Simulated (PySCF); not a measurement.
## How methods differ on the ionisation energy of Yb⁶⁸⁺

Yb⁶⁸⁺ 1s2 (1S) → Yb⁶⁹⁺ 1s1 (2S), as a difference of total energies. Calculation: PySCF 2.14, in an uncontracted even-tempered set (17 s from 190 bohr⁻², ratio 2.2; 7 p from 290 bohr⁻², ratio 2.4; 4 d from 870 bohr⁻², ratio 2.4; 3 f from 1300 bohr⁻², ratio 2.4; 3 g from 2000 bohr⁻², ratio 2.4); the spin-free X2C one-electron Hamiltonian (Gaussian nucleus). Correlated levels: nothing frozen; virtual orbitals above 40 to 60 times the deepest correlated orbital energy dropped. The calculations carry no spin-orbit coupling.

```
                 method  ionisation energy (eV)
                    UHF                 70287.7
    MP2 (all electrons)                 70289.6
SCS-MP2 (all electrons)                 70290.0
   CCSD (all electrons)                 70289.6
```

For this ion Breit and QED terms and the two-electron picture change, all absent here, outweigh the differences among the correlated methods.

With two correlated electrons CCSD is exact in that space.

For comparison: 70123.04 ± 0.14 eV (theoretical estimate listed by NIST; NIST Atomic Spectra Database, ionization energies).
